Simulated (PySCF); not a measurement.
**`CN[C@@H]1[C@H]2C[C@H](F)[C@H]21`, C6H10FN**

Geometry:
```json
{"atom": "C1", "x (Å)": "-2.628", "y (Å)": "0.204", "z (Å)": "-0.475"}
{"atom": "N2", "x (Å)": "-1.574", "y (Å)": "0.761", "z (Å)": "0.351"}
{"atom": "C3", "x (Å)": "-0.386", "y (Å)": "-0.037", "z (Å)": "0.353"}
{"atom": "C4", "x (Å)": "0.886", "y (Å)": "0.653", "z (Å)": "0.742"}
{"atom": "C5", "x (Å)": "2.015", "y (Å)": "-0.369", "z (Å)": "0.807"}
{"atom": "C6", "x (Å)": "1.733", "y (Å)": "-0.743", "z (Å)": "-0.661"}
{"atom": "F7", "x (Å)": "2.792", "y (Å)": "-0.459", "z (Å)": "-1.488"}
{"atom": "C8", "x (Å)": "0.628", "y (Å)": "0.302", "z (Å)": "-0.704"}
{"atom": "H9", "x (Å)": "-2.934", "y (Å)": "-0.808", "z (Å)": "-0.168"}
{"atom": "H10", "x (Å)": "-2.274", "y (Å)": "0.156", "z (Å)": "-1.505"}
{"atom": "H11", "x (Å)": "-3.493", "y (Å)": "0.861", "z (Å)": "-0.433"}
{"atom": "H12", "x (Å)": "-1.909", "y (Å)": "0.891", "z (Å)": "1.301"}
{"atom": "H13", "x (Å)": "-0.506", "y (Å)": "-1.093", "z (Å)": "0.622"}
{"atom": "H14", "x (Å)": "0.888", "y (Å)": "1.617", "z (Å)": "1.220"}
{"atom": "H15", "x (Å)": "2.998", "y (Å)": "0.084", "z (Å)": "0.908"}
{"atom": "H16", "x (Å)": "1.900", "y (Å)": "-1.169", "z (Å)": "1.538"}
{"atom": "H17", "x (Å)": "1.445", "y (Å)": "-1.779", "z (Å)": "-0.876"}
{"atom": "H18", "x (Å)": "0.409", "y (Å)": "0.936", "z (Å)": "-1.544"}
```

Computed, not measured: PySCF, TDDFT CAM-B3LYP/def2-SVPD circular dichroism and optical rotation, one conformer, gas phase. Geometry: GFN2-xTB.

The molecule is flexible and this is one conformer; a measurement averages over conformers. States above about 8.2 eV lie in this functional's continuum (it starts at minus the energy of the highest occupied orbital, well below the true ionisation energy for most functionals) and depend on the basis. Singlets 10 and 11 lie within 0.01 eV of each other, so their separate moments and overlaps can depend on how they mix.

Stereocentres: C3 R, C4 S, C6 S, C8 R.

**Question.** What is the specific rotation at 633, 589.3, 546, 436, 405, 365, 355 nm?

**Answer.** [α] in deg dm⁻¹ (g/mL)⁻¹:
| λ (nm) | origin-invariant length gauge | modified velocity gauge | length gauge (centre of mass) | isotropic polarisability (au) |
| --- | --- | --- | --- | --- |
| 633 | +93.1 | +104.8 | +94.2 | 76.8 |
| 589.3 | +108.7 | +122.4 | +110.0 | 77.0 |
| 546 | +128.5 | +144.8 | +130.0 | 77.3 |
| 436 | +213.9 | +242.0 | +216.4 | 78.5 |
| 405 | +254.5 | +288.4 | +257.5 | 79.0 |
| 365 | +327.7 | +372.3 | +331.4 | 80.0 |
| 355 | +351.1 | +399.4 | +355.1 | 80.3 |

**Question.** And for the mirror image at 589.3 nm?

**Answer.** -108.7 deg dm⁻¹ (g/mL)⁻¹ (origin-invariant length gauge): the same size and the opposite sign.

**Question.** What is the molar rotation [Φ] = [α]·M/100 of the geometry above at 589.3 nm?

**Answer.** With M = 115.15 g/mol, +125.1 deg cm² dmol⁻¹ (origin-invariant length gauge).

The first excitation lies at 6.30 eV (197 nm) with R = -5.3 × 10⁻⁴⁰ esu² cm² (velocity form).
